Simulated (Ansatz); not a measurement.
Computed with Ansatz (a first-principles code) with CAM-B3LYP-D3(BJ)/def2-TZVP. No frequencies were computed at this level.

Ansatz 0.2 input:
```yaml
crystal:
  periodic: [false, false, false]
  atoms:
    - { symbol: C, position_ang: [-1.189739, -0.050939, 0.008316] }
    - { symbol: B, position_ang: [0.293186, 0.443453, 0.10727] }
    - { symbol: B, position_ang: [1.572207, 1.232249, 0.28594] }
    - { symbol: C, position_ang: [1.763359, -0.103719, -0.058617] }
    - { symbol: H, position_ang: [-1.711416, 0.066353, 0.957407] }
    - { symbol: H, position_ang: [-1.751636, 0.520218, -0.729725] }
    - { symbol: H, position_ang: [-1.263364, -1.100941, -0.272063] }
    - { symbol: H, position_ang: [2.287402, -1.006673, -0.29853] }
basis:
  gaussian: { orbitals: def2-tzvp }
hamiltonian:
  xc: cam_b3lyp
  dispersion: d3bj
relax:
  max_steps: 150
```

Output:

```
Functional definition: CAM-B3LYP
874 factors; their error is unknown
318 factors; integrals over basis functions are off by at most 1.2e-6 eV
mean field evaluation 1: about -3479.7587 eV, gradient 5.8e1 eV
mean field evaluation 2: about -3477.8154 eV, gradient 6.1e1 eV
mean field evaluation 4: about -3487.3910 eV, gradient 2.2e0 eV
mean field evaluation 8: about -3487.4064 eV, gradient 7.7e-2 eV
mean field evaluation 16: about -3487.3944 eV, gradient 8.5e-5 eV
mean field -3487.39444267 eV, -128.1593819271 hartree, gradient 8.5e-5 eV, S^2 0.000000; 0 other end points of the search recorded, 0 dependent functions left out
reference -3487.39456326 eV, -128.1593863587 hartree; 13, 13 occupied and 135, 135 virtual orbitals, 874 factors
relax step   1: F+E_penalty+E_count = -3487.49828441 eV  Δ(F+E_penalty+E_count) = +0.000e0 eV  max|allowed force component| = 2.345e0 eV/Å  Δτ_max = 0.0000 Å  (30 SCF iters, accepted)
these checks for a lower state are left out or cut short: starts, cluster_reference, orbital_swaps, neighbouring_geometries, increment
874 factors; their error is unknown
318 factors; integrals over basis functions are off by at most 1.1e-6 eV
mean field -3487.48126967 eV, -128.1625727606 hartree, gradient 1.3e-5 eV, S^2 0.000000; 0 other end points of the search recorded, 0 dependent functions left out
reference -3487.48138993 eV, -128.1625771803 hartree; 13, 13 occupied and 135, 135 virtual orbitals, 874 factors
relax step   2: F+E_penalty+E_count = -3487.58550285 eV  Δ(F+E_penalty+E_count) = -8.722e-2 eV  max|allowed force component| = 8.046e-1 eV/Å  Δτ_max = 0.0567 Å  (36 SCF iters, accepted)
these checks for a lower state are left out or cut short: starts, cluster_reference, orbital_swaps, neighbouring_geometries, increment
874 factors; their error is unknown
318 factors; integrals over basis functions are off by at most 1.1e-6 eV
mean field -3487.52323179 eV, -128.1641148402 hartree, gradient 1.3e-5 eV, S^2 0.000000; 0 other end points of the search recorded, 0 dependent functions left out
reference -3487.52335176 eV, -128.1641192490 hartree; 13, 13 occupied and 135, 135 virtual orbitals, 874 factors
relax step   3: F+E_penalty+E_count = -3487.62793554 eV  Δ(F+E_penalty+E_count) = -4.243e-2 eV  max|allowed force component| = 5.480e-1 eV/Å  Δτ_max = 0.0927 Å  (36 SCF iters, accepted)
these checks for a lower state are left out or cut short: starts, cluster_reference, orbital_swaps, neighbouring_geometries, increment
874 factors; their error is unknown
318 factors; integrals over basis functions are off by at most 1.1e-6 eV
mean field evaluation 32: about -3487.5121 eV, gradient 2.8e0 eV
mean field -3487.52473089 eV, -128.1641699312 hartree, gradient 2.4e-5 eV, S^2 0.000000; 0 other end points of the search recorded, 0 dependent functions left out
reference -3487.52485063 eV, -128.1641743312 hartree; 13, 13 occupied and 135, 135 virtual orbitals, 874 factors
relax step   4: F+E_penalty+E_count = -3487.62911266 eV  Δ(F+E_penalty+E_count) = -1.177e-3 eV  max|allowed force component| = 5.226e-1 eV/Å  Δτ_max = 0.0410 Å  (36 SCF iters, accepted)
these checks for a lower state are left out or cut short: starts, cluster_reference, orbital_swaps, neighbouring_geometries, increment
874 factors; their error is unknown
318 factors; integrals over basis functions are off by at most 1.1e-6 eV
mean field -3487.53601540 eV, -128.1645846290 hartree, gradient 1.2e-5 eV, S^2 0.000000; 0 other end points of the search recorded, 0 dependent functions left out
reference -3487.53613499 eV, -128.1645890240 hartree; 13, 13 occupied and 135, 135 virtual orbitals, 874 factors
relax step   5: F+E_penalty+E_count = -3487.64088472 eV  Δ(F+E_penalty+E_count) = -1.177e-2 eV  max|allowed force component| = 1.822e-1 eV/Å  Δτ_max = 0.0673 Å  (36 SCF iters, accepted)
these checks for a lower state are left out or cut short: starts, cluster_reference, orbital_swaps, neighbouring_geometries, increment
874 factors; their error is unknown
318 factors; integrals over basis functions are off by at most 1.1e-6 eV
mean field -3487.53677170 eV, -128.1646124226 hartree, gradient 1.5e-5 eV, S^2 0.000000; 0 other end points of the search recorded, 0 dependent functions left out
reference -3487.53689114 eV, -128.1646168121 hartree; 13, 13 occupied and 135, 135 virtual orbitals, 874 factors
relax step   6: F+E_penalty+E_count = -3487.64173328 eV  Δ(F+E_penalty+E_count) = -8.486e-4 eV  max|allowed force component| = 1.936e-2 eV/Å  Δτ_max = 0.0181 Å  (37 SCF iters, accepted)
these checks for a lower state are left out or cut short: starts, cluster_reference, orbital_swaps, neighbouring_geometries, increment
874 factors; their error is unknown
318 factors; integrals over basis functions are off by at most 1.1e-6 eV
mean field -3487.53679409 eV, -128.1646132454 hartree, gradient 1.5e-5 eV, S^2 0.000000; 0 other end points of the search recorded, 0 dependent functions left out
reference -3487.53691353 eV, -128.1646176346 hartree; 13, 13 occupied and 135, 135 virtual orbitals, 874 factors
relax step   7: F+E_penalty+E_count = -3487.64175616 eV  Δ(F+E_penalty+E_count) = -2.288e-5 eV  max|allowed force component| = 4.707e-3 eV/Å  Δτ_max = 0.0017 Å  (38 SCF iters, accepted)
874 factors; their error is unknown
318 factors; integrals over basis functions are off by at most 1.1e-6 eV
mean field evaluation 64: about -3487.5368 eV, gradient 4.7e-3 eV
mean field -3487.53679409 eV, -128.1646132454 hartree, gradient 1.5e-5 eV, S^2 0.000000; 1 other end points of the search recorded, 0 dependent functions left out
reference -3487.53691353 eV, -128.1646176346 hartree; 13, 13 occupied and 135, 135 virtual orbitals, 874 factors
Total energy: -3487.64187560 eV, -128.1684749197 hartree
Atom 0 at    -1.150021    -0.059165     0.006202 Å, force    -0.004707    -0.003469    -0.000688 eV/Å
Atom 1 at     0.272960     0.505453     0.126216 Å, force     0.003993     0.001936     0.000538 eV/Å
Atom 2 at     1.589278     1.237803     0.292110 Å, force    -0.000061    -0.001074    -0.000271 eV/Å
Atom 3 at     1.776865    -0.052704    -0.047209 Å, force     0.000032     0.000072     0.000007 eV/Å
Atom 4 at    -1.684046     0.043234     0.953017 Å, force     0.000519     0.001568     0.003197 eV/Å
Atom 5 at    -1.719073     0.491777    -0.745281 Å, force     0.000412     0.003092    -0.002259 eV/Å
Atom 6 at    -1.155734    -1.114382    -0.272338 Å, force     0.000420    -0.003730    -0.000864 eV/Å
Atom 7 at     2.069770    -1.052015    -0.312719 Å, force    -0.000609     0.001604     0.000339 eV/Å
Dipole moment:    -0.184376    -0.265820    -0.065647 e Å
```

Cost: around 40 core-seconds (rough).
